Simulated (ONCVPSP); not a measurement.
# Before and after: ONCV potential for Ta

* Element: tantalum (Ta)
* Generator: ONCVPSP 4.0.1
* Type: optimised norm-conserving Vanderbilt (ONCV)
* Functional: revPBE
* Relativity: fully relativistic
* Frozen core: [Kr] 4d10 4f14
* Valence charge: 13
* Reference configuration: 5s2 5p6 5d3 6s1 6p1
* Partial waves: 5s+6s: rc 1.85 bohr, ncon 4, nbas 8, qcut 7.5 1/bohr, 2 projectors; 5p+6p: rc 2.45 bohr, ncon 5, nbas 9, qcut 4.3 1/bohr, 2 projectors; 5d: rc 2.90 bohr, ncon 5, nbas 10, qcut 4.9 1/bohr, 2 projectors, debl 2.5 Ha; f scattering state at 0.25 Ha: rc 3.10 bohr, ncon 3, nbas 6, qcut 3.6 1/bohr, 2 projectors, debl 0.9 Ha
* Local potential: polynomial inside 1.50 bohr (lpopt 5, dvloc0 2 Ha)
* Core correction: none

Open shells are filled in proportion to 2j + 1.

All-electron outer shells of the reference configuration (revPBE, scalar-relativistic, ld1.x):

```csv
shell,level (eV),outermost node (bohr),outermost maximum (bohr)
4d,-223.71,0.22,0.46
5s,-74.50,0.54,0.98
5p,-40.90,0.58,1.13
4f,-26.20,–,0.44
6s,-6.35,1.32,2.74
5d,-4.84,0.65,1.56
6p,-2.06,1.59,3.75
```

Change: d: qcut 3.1.

Cutoffs: the cutoffs (Ha) at which the residual kinetic energy of the hardest occupied pseudo-wave falls to 1 and 0.1 mHa per electron; they do not see the model core or the augmentation charge, which bear on the density cutoff. Errors are all-electron minus pseudo energies relative to the spin-unpolarised reference configuration.

Q: What does the change do?

A: The potential gets harder (18 Ha and 39 Ha → 41 Ha and 46 Ha); of the 4 tests that both files solve, the error grows in 4 and shrinks in 0 by more than 15 % and 0.3 meV (median size 4.6 → 6.2 meV); the range in which the d5/2 phases agree narrows (upper end 3.8 → 0.6); neither file shows a bound ghost.

| quantity | base | changed |
| --- | --- | --- |
| cutoff, loose | 18 Ha | 41 Ha |
| cutoff, tight | 39 Ha | 46 Ha |
| loose cutoff by channel | s 18 Ha, p 12 Ha, d 9.5 Ha | s 18 Ha, p 12 Ha, d 41 Ha |
| bound ghosts | none | none |
| GHOST(+) flags under 300 eV | f7/2 at 156.2 eV, f5/2 at 177.6 eV | f7/2 at 156.2 eV, f5/2 at 177.6 eV |
| error for 5s2 5p6 5d3 6s2 6p0, meV [ΔE -4.13 eV] | +0.7 | -1.1 |
| error for 5s2 5p6 5d3 6s1 6p0, meV [ΔE 4.27 eV] | +1.2 | +1.9 |
| error for 5s2 5p6 5d3 6s0 6p0, meV [ΔE 19.10 eV] | +8.0 | -10 |
| error for 5s1 5p6 5d3 6s2 6p0, meV [ΔE 74.91 eV] | -384 | -555 |
| s: phases at 1.88 bohr within 0.05 rad from the reference energy up to (Ha; the scan ends near 5) | to the end of the scan | to the end of the scan |
| p3/2: phases at 2.48 bohr within 0.05 rad from the reference energy up to (Ha; the scan ends near 5) | 4.0 | 4.0 |
| p1/2: phases at 2.48 bohr within 0.05 rad from the reference energy up to (Ha; the scan ends near 5) | 3.8 | 3.8 |
| d5/2: phases at 2.94 bohr within 0.05 rad from the reference energy up to (Ha; the scan ends near 5) | 3.8 | 0.6 |
| d3/2: phases at 2.94 bohr within 0.05 rad from the reference energy up to (Ha; the scan ends near 5) | 0.8 | 0.5 |
| f7/2: phases at 3.14 bohr within 0.05 rad from the reference energy up to (Ha; the scan ends near 5) | 2.2 | 2.2 |
| f5/2: phases at 3.14 bohr within 0.05 rad from the reference energy up to (Ha; the scan ends near 5) | 2.1 | 2.1 |
